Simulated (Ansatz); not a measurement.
This geometry of AlClFH3O2 (8 atoms, charge 0, multiplicity 1) is a first-order saddle point.

Method: Ansatz 0.2.0, RKS PBE-D4/6-31G*.

```xyz
8
Properties=species:S:1:pos:R:3
Al 0.057 0.547 -0.153
O -0.013 -0.077 1.755
H -0.926 -0.425 1.883
O 1.380 -0.182 -0.976
H 1.930 -0.844 -0.525
Cl -1.940 -0.056 -0.660
F 0.189 2.151 0.339
H 0.014 0.793 2.219
```

(1) Which two structures does it join? (They come from a converged band through this point; their orientation in space is the band's.)

(2) How far does it lie above each of them?

Answers

(1) No bond is made or broken.

Image 0:

```xyz
8
Properties=species:S:1:pos:R:3
Al 0.055 0.389 -0.118
O -0.105 -0.009 1.842
H -1.022 -0.334 1.994
O 1.240 -0.627 -0.842
H 2.162 -0.316 -0.842
Cl -1.974 -0.096 -0.602
F 0.397 2.006 0.218
H -0.061 0.894 2.231
```

Image 8:

```xyz
8
Properties=species:S:1:pos:R:3
Al 0.182 0.524 -0.042
O -0.097 0.030 1.878
H -1.010 -0.332 1.943
O 1.642 -0.177 -0.620
H 1.564 -0.951 -1.205
Cl -1.699 -0.256 -0.742
F 0.224 2.158 0.351
H -0.116 0.911 2.318
```

(2) 0.072 eV above the first and 0.087 eV above the second. This is the barrier of this one path; another mechanism may lie lower.

The run took 3 min on 2 threads of Arm Neoverse V2, with other jobs on the host, peak memory 0.13 GiB.
